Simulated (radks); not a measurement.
Ru, configuration [Kr] 4d7 5s1.

Method: scalar-relativistic Kohn-Sham, LDA (Slater exchange, Perdew-Wang correlation), spin-polarised, spherical densities, finite nucleus; open shells are filled with parallel spins first (spin-orbit coupling, left out, can overturn this in heavy ions); Fermi nuclear charge, rms radius 4.4809 fm; hard spherical wall at 3 bohr; computed with a radial shooting solver on a logarithmic mesh with Libxc functionals.

Energy parts (eV):
part                       energy
total                 -123118.212
kinetic                127515.987
electron-nucleus      -298118.351
Hartree                 51020.145
exchange-correlation    -3535.993

Orbitals (lengths in bohr, moments of r in powers of bohr; r(max) is where P^2 peaks; r(90%) holds 90 % of the orbital's charge):
[
 {"orbital": "1s up", "occ.": "1", "eigenvalue (eV)": "-21887.70", "<r>": "0.03347", "r(90%)": "0.0600", "r(max)": "0.02174", "<r^4>": "5.930e-06"},
 {"orbital": "1s down", "occ.": "1", "eigenvalue (eV)": "-21887.59", "<r>": "0.03347", "r(90%)": "0.0600", "r(max)": "0.02174", "<r^4>": "5.930e-06"},
 {"orbital": "2s up", "occ.": "1", "eigenvalue (eV)": "-3130.878", "<r>": "0.1458", "r(90%)": "0.225", "r(max)": "0.1231", "<r^4>": "0.001080"},
 {"orbital": "2s down", "occ.": "1", "eigenvalue (eV)": "-3130.380", "<r>": "0.1458", "r(90%)": "0.225", "r(max)": "0.1231", "<r^4>": "0.001080"},
 {"orbital": "2p up", "occ.": "3", "eigenvalue (eV)": "-2804.028", "<r>": "0.1270", "r(90%)": "0.207", "r(max)": "0.09825", "<r^4>": "0.0007725"},
 {"orbital": "2p down", "occ.": "3", "eigenvalue (eV)": "-2803.624", "<r>": "0.1270", "r(90%)": "0.207", "r(max)": "0.09825", "<r^4>": "0.0007724"},
 {"orbital": "3s up", "occ.": "1", "eigenvalue (eV)": "-535.3269", "<r>": "0.4037", "r(90%)": "0.596", "r(max)": "0.3622", "<r^4>": "0.05377"},
 {"orbital": "3s down", "occ.": "1", "eigenvalue (eV)": "-534.9172", "<r>": "0.4037", "r(90%)": "0.596", "r(max)": "0.3622", "<r^4>": "0.05367"},
 {"orbital": "3p up", "occ.": "3", "eigenvalue (eV)": "-427.9461", "<r>": "0.4040", "r(90%)": "0.610", "r(max)": "0.3552", "<r^4>": "0.05850"},
 {"orbital": "3p down", "occ.": "3", "eigenvalue (eV)": "-427.5062", "<r>": "0.4038", "r(90%)": "0.609", "r(max)": "0.3553", "<r^4>": "0.05835"},
 {"orbital": "3d up", "occ.": "5", "eigenvalue (eV)": "-254.4985", "<r>": "0.3851", "r(90%)": "0.614", "r(max)": "0.3008", "<r^4>": "0.06053"},
 {"orbital": "3d down", "occ.": "5", "eigenvalue (eV)": "-253.9478", "<r>": "0.3849", "r(90%)": "0.613", "r(max)": "0.3009", "<r^4>": "0.06023"},
 {"orbital": "4s up", "occ.": "1", "eigenvalue (eV)": "-61.2818", "<r>": "1.034", "r(90%)": "1.51", "r(max)": "0.9197", "<r^4>": "2.219"},
 {"orbital": "4s down", "occ.": "1", "eigenvalue (eV)": "-59.1206", "<r>": "1.031", "r(90%)": "1.51", "r(max)": "0.9178", "<r^4>": "2.195"},
 {"orbital": "4p up", "occ.": "3", "eigenvalue (eV)": "-32.0446", "<r>": "1.145", "r(90%)": "1.71", "r(max)": "0.9933", "<r^4>": "3.415"},
 {"orbital": "4p down", "occ.": "3", "eigenvalue (eV)": "-29.7661", "<r>": "1.141", "r(90%)": "1.70", "r(max)": "0.9907", "<r^4>": "3.377"},
 {"orbital": "4d up", "occ.": "5", "eigenvalue (eV)": "9.4087", "<r>": "1.419", "r(90%)": "2.11", "r(max)": "1.239", "<r^4>": "7.448"},
 {"orbital": "4d down", "occ.": "2", "eigenvalue (eV)": "11.8737", "<r>": "1.415", "r(90%)": "2.11", "r(max)": "1.232", "<r^4>": "7.401"},
 {"orbital": "4f up", "occ.": "0", "eigenvalue (eV)": "46.6087", "<r>": "1.758", "r(90%)": "2.39", "r(max)": "1.862", "<r^4>": "14.02"},
 {"orbital": "4f down", "occ.": "0", "eigenvalue (eV)": "49.1655", "<r>": "1.757", "r(90%)": "2.39", "r(max)": "1.863", "<r^4>": "14.04"},
 {"orbital": "5s up", "occ.": "1", "eigenvalue (eV)": "23.6487", "<r>": "1.853", "r(90%)": "2.47", "r(max)": "2.029", "<r^4>": "17.61"},
 {"orbital": "5s down", "occ.": "0", "eigenvalue (eV)": "26.0923", "<r>": "1.856", "r(90%)": "2.47", "r(max)": "2.030", "<r^4>": "17.68"},
 {"orbital": "5p up", "occ.": "0", "eigenvalue (eV)": "37.0193", "<r>": "1.848", "r(90%)": "2.50", "r(max)": "2.117", "<r^4>": "18.54"},
 {"orbital": "5p down", "occ.": "0", "eigenvalue (eV)": "39.3895", "<r>": "1.852", "r(90%)": "2.51", "r(max)": "2.119", "<r^4>": "18.63"},
 {"orbital": "6s up", "occ.": "0", "eigenvalue (eV)": "114.3937", "<r>": "1.777", "r(90%)": "2.63", "r(max)": "2.475", "<r^4>": "19.58"},
 {"orbital": "6s down", "occ.": "0", "eigenvalue (eV)": "116.4661", "<r>": "1.777", "r(90%)": "2.63", "r(max)": "2.476", "<r^4>": "19.59"}
]

The highest occupied level is 5s up at 23.649 eV. The spin density at the nucleus is 62.59 e/bohr^3 (1s 0.20, 2s -0.59, 3s -0.01, 4s -1.41, 5s 64.40). The pressure on the wall is 763 GPa. Spin moment in Bohr magnetons: 4. The density falls to 0.001 e/bohr^3 at r = 2.87 bohr.
